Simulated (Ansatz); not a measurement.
Isolated molecules relaxed with PBE0-D4/def2-TZVP in Ansatz; ΔE leaves out vibrations. CBS: MP2 limit from def2 TZ/QZ plus the TZ coupled-cluster correction, frozen cores. This one scheme is used for every species. Functionals use def2-TZVPP. For Ga outer-core shells are correlated without core-valence functions, which leaves a few kJ/mol of doubt a bond. Scalar relativity is left out up to krypton. Each species was taken in one conformer, which may not be the lowest.

Consider the ligand exchange at the Si–C bond: `[CH3][GaH]/[N]=C\[SiH3]` + `[NH2][Al]([NH2])[F]` → `[NH2][Al]([F])[NH][SiH3]` + `C=[N][GaH][CH3]`.

| level | ΔE (kcal/mol) |
| --- | --- |
| PBE | -13.3 |
| MP2/def2-QZVPP | -16.7 |

Task: What does CCSD(T)/CBS give? (Best estimate.)

Result: Ansatz gave: -15.8 kcal/mol. The listed levels differ from it by 2.5, -0.9 kcal/mol.

Largest T1 diagnostic among the species: 0.015.

From PBE to PBE0 (25 % exact exchange), in def2-TZVPP and without D4, ΔE moves by −1.6 kcal/mol. In def2-TZVPP, CCSD(T) changes the Hartree–Fock value by +3.0 kcal/mol (the triples alone add +0.6 kcal/mol) and MP2 by +2.3 kcal/mol.
